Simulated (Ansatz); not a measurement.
Born–Oppenheimer molecular dynamics of BFH5NO (9 atoms, charge 0, multiplicity 1). It starts at the highest image of a converged band, a first-order saddle point between two minima.

These are results of RKS PBE-D4/6-31G* in Ansatz 0.2.0, not measurements.

```json
{
 "ensemble": "NVE (velocity Verlet)",
 "time step": "0.5 fs",
 "steps asked": "200",
 "starting velocities drawn for": "300 K",
 "seed": "4384"
}
```

First frame:

```xyz
9
Properties=species:S:1:pos:R:3
B 0.040 -0.048 0.276
N -0.024 0.095 1.797
H -0.832 -0.316 2.268
H 0.845 -0.147 2.281
O 1.321 -0.313 -0.177
H 1.325 -0.417 -1.145
H -0.959 -0.393 -0.307
F -0.197 1.820 0.310
H -0.153 1.367 1.332
```

(1) How far do the bonds stretch over the last three quarters of this one trajectory? (Pairs bonded in most of those frames.)

Answers

(1) 
```csv
bond,mean (Å),spread (Å),shortest,longest
B1–N2,1.768,0.143,1.51,1.91
B1–O5,1.426,0.049,1.35,1.52
B1–H7,1.225,0.023,1.19,1.29
B1–F8,1.509,0.188,1.25,1.90
N2–H3,1.030,0.033,0.97,1.08
N2–H4,1.030,0.014,1.01,1.06
N2–H9,1.075,0.081,0.97,1.26
O5–H6,0.975,0.003,0.97,0.98
```

Mean temperature of the second half: 770 K. The conserved energy stayed within 0.26 meV per atom of its start (net change -0.043 meV per atom), so the integration is sound. The kinetic energy rose, since the run started high on the potential surface and went downhill. A run of 0.1 ps of so small a system gives no equilibrium averages. The orbitals stay closed-shell, which can raise the energy where a bond breaks towards radicals; this wasn't checked here.

Time of the run: 5.1 min on 1 thread of Arm Neoverse V2, on a shared host, peak memory 0.11 GiB.
